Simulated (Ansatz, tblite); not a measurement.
Removing and adding an electron: BiH2(SiH3) (SiBiH₅). Charge 0, multiplicity 1. Geometry: PBE-D4/def2-TZVP. Ansatz, gas phase; energy differences of separate SCF runs; the oxidised species was run as a doublet alone; the reduced species was run as a doublet alone.

```xyz
7

Bi    0.213   -0.572    1.695
H     0.025   -2.171    0.874
H     1.949   -0.524    1.197
Si   -0.440    0.631   -0.615
H     0.310    0.075   -1.781
H    -0.150    2.096   -0.509
H    -1.907    0.464   -0.860
```

In the def2 sets Bi takes a core potential; there is no spin–orbit coupling. The xTB rows come from tblite. Correlated methods freeze 9 core orbitals; core or outer-core shells of Bi are correlated, in sets that lack core-valence functions. In CCSD on the charge -1 doublet the largest single amplitude is 0.41, so its Hartree–Fock determinant may place the open shell otherwise than the density functionals do.

(1) Estimate orbital energies and vertical ionisation energies and electron affinities at: GFN1-xTB; GFN2-xTB; HF/def2-TZVPP; PBE-D4/def2-TZVP; PBE-D4/def2-TZVPD; r2SCAN-D4/def2-TZVP; r2SCAN-D4/def2-TZVPD; PBE0-D4/def2-TZVP; PBE0-D4/def2-TZVPD; MP2/def2-TZVPP; CCSD/def2-TZVPD; CCSD/def2-TZVPP; CCSD(T)/def2-TZVPD; CCSD(T)/def2-TZVPP.

Answers

(1) 
```
               level  −HOMO (eV)  vertical IE (eV)  −LUMO (eV)  vertical EA (eV)  HOMO–LUMO gap (eV)  IE − EA (eV)                                                      remarks
            GFN1-xTB       10.18             12.85        5.11                 –                5.06             –                                                            –
            GFN2-xTB        9.39             12.55        5.04              1.62                4.35         10.94                                                            –
       HF/def2-TZVPP           –              8.37           –                 –                   –             –                                                            –
    PBE-D4/def2-TZVP        6.37              9.21        1.32                 –                5.04             –                                                            –
   PBE-D4/def2-TZVPD        6.37                 –        1.39             -0.38                4.98             –                                 HOMO above zero (-1 doublet)
 r2SCAN-D4/def2-TZVP        6.59              9.23        1.04                 –                5.55             –                                                            –
r2SCAN-D4/def2-TZVPD        6.59                 –        1.07             -0.50                5.52             –                                 HOMO above zero (-1 doublet)
   PBE0-D4/def2-TZVP        7.30              9.27        0.61                 –                6.68             –                                                            –
  PBE0-D4/def2-TZVPD        7.30                 –        0.70             -0.50                6.60             –                                 HOMO above zero (-1 doublet)
      MP2/def2-TZVPP           –              9.34           –                 –                   –             –                                                            –
     CCSD/def2-TZVPD           –                 –           –             -0.75                   –             –  HOMO above zero (-1 doublet), large T1 (0.066) (-1 doublet)
     CCSD/def2-TZVPP           –              9.21           –                 –                   –             –                                                            –
  CCSD(T)/def2-TZVPD           –                 –           –             -0.69                   –             –  HOMO above zero (-1 doublet), large T1 (0.066) (-1 doublet)
  CCSD(T)/def2-TZVPP           –              9.27           –                 –                   –             –                                                            –
```

Run but left out: HF/def2-TZVPD, MP2/def2-TZVPD (charge -1 doublet: a determinant that CCSD turns far, T1 0.066).   A HOMO above zero means that the electron is unbound at that level or that self-interaction error raises the level; the energy of removing that electron tells which. Raw xTB energy differences between charge states are shifted by several eV; the methods need an empirical correction for them. A negative affinity means that the extra electron isn't bound; its size then hangs on the basis.
